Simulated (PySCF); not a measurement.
**From a computed spectrum to the compound**

A species of 3 atoms with charge 1 has these harmonic modes (PBE0, small Gaussian bases with core potentials, PySCF 2.14.0):

```json
{"cm⁻¹": "153", "km/mol": "15.6", "symmetry": "a1"}
{"cm⁻¹": "698", "km/mol": "145.1", "symmetry": "b2"}
{"cm⁻¹": "718", "km/mol": "48.8", "symmetry": "a1"}
```

(1) Which species is it, and in which structure?

Answers

(1) [LuF2]+ (singlet):
```xyz
3

Lu    0.0000    0.0000   -0.1921
F     1.5251    0.0000    0.8845
F    -1.5251    0.0000    0.8845
```
Ideal gas at 298.15 K and 1 bar: S = 285.6 J/(mol K), Cp = 48.0 J/(mol K), H − H(0 K) = 12.2 kJ/mol (rigid rotor, harmonic modes, spin degeneracy alone). 
 The answer isn't unique; the calculation gave this one.
